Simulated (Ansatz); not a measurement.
## Ansatz (development build ahead of 0.2.0) run

```yaml
crystal:
  periodic: [false, false, false]
  atoms:
    - { symbol: Ti, position_ang: [0.0, 0.0, 0.0] }
    - { symbol: C, position_ang: [0.0, 0.0, 1.7] }
basis:
  gaussian: { orbitals: pcseg-2 }
magnetization:
  initial_magnetization: 2
hamiltonian:
  xc: pbe
```

The input is written out in the form of the current development build from the run's settings.

The run gave:

- Converged: yes
- Total energy: -887.10423 hartree
- Spin squared of the determinant: 2.000
- Stability test: minimum among restricted orbitals

Caution: no unrestricted run beside it, a lower state can exist.
